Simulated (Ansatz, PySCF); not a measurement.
Te(F)4 anion (F4Te), SMILES F[Te](F)(F)F (connectivity only; charge and spin as stated), charge -1, multiplicity 2. Atoms are numbered in the order given.

```xyz
5

Te     0.0379     0.0554     0.2856
F      0.6826     0.9407    -1.4187
F      1.7010    -1.1454     0.1892
F     -0.7882    -1.1191    -1.1436
F     -1.6380     1.2358     0.1628
```
Charge -1, spin multiplicity 2.

The structure is a stationary point at B3LYP-D3(BJ)/def2-SVPD. The spin state was assumed, not searched. The isomer is the one that the SMILES or the coordinates give; other isomers of the formula were not compared. The def2 effective core potentials stand for the cores of Te; spin–orbit coupling is left out.

Two levels are set side by side: PBE-D3(BJ)/def2-SVPD (Ansatz, a program for electronic structure) and B3LYP-D3(BJ)/def2-SVPD (Ansatz). Each level has its own optimised geometry; the coordinates shown are those of the second. Frequencies come from the Hessian of PySCF at each geometry. Differences are taken from unrounded values.

```json
[
 {"quantity": "mean bond length (Å)", "B3LYP-D3(BJ)": "2.040", "PBE-D3(BJ)": "2.060", "PBE-D3(BJ) minus B3LYP-D3(BJ)": "0.020"},
 {"quantity": "bond Te1–F2 (Å)", "B3LYP-D3(BJ)": "2.026", "PBE-D3(BJ)": "2.048", "PBE-D3(BJ) minus B3LYP-D3(BJ)": "0.022"},
 {"quantity": "bond Te1–F3 (Å)", "B3LYP-D3(BJ)": "2.054", "PBE-D3(BJ)": "2.072", "PBE-D3(BJ) minus B3LYP-D3(BJ)": "0.018"},
 {"quantity": "bond Te1–F4 (Å)", "B3LYP-D3(BJ)": "2.026", "PBE-D3(BJ)": "2.048", "PBE-D3(BJ) minus B3LYP-D3(BJ)": "0.022"},
 {"quantity": "bond Te1–F5 (Å)", "B3LYP-D3(BJ)": "2.054", "PBE-D3(BJ)": "2.072", "PBE-D3(BJ) minus B3LYP-D3(BJ)": "0.018"},
 {"quantity": "highest harmonic wavenumber (cm⁻¹)", "B3LYP-D3(BJ)": "526", "PBE-D3(BJ)": "500", "PBE-D3(BJ) minus B3LYP-D3(BJ)": "-26"},
 {"quantity": "mean harmonic wavenumber (cm⁻¹)", "B3LYP-D3(BJ)": "308", "PBE-D3(BJ)": "293", "PBE-D3(BJ) minus B3LYP-D3(BJ)": "-15"},
 {"quantity": "zero-point energy (kcal/mol)", "B3LYP-D3(BJ)": "3.96", "PBE-D3(BJ)": "3.77", "PBE-D3(BJ) minus B3LYP-D3(BJ)": "-0.19"}
]
```

GGA bonds tend to be longer and softer than those of functionals with exact exchange. Differences between two approximate levels are no errors against the true value.
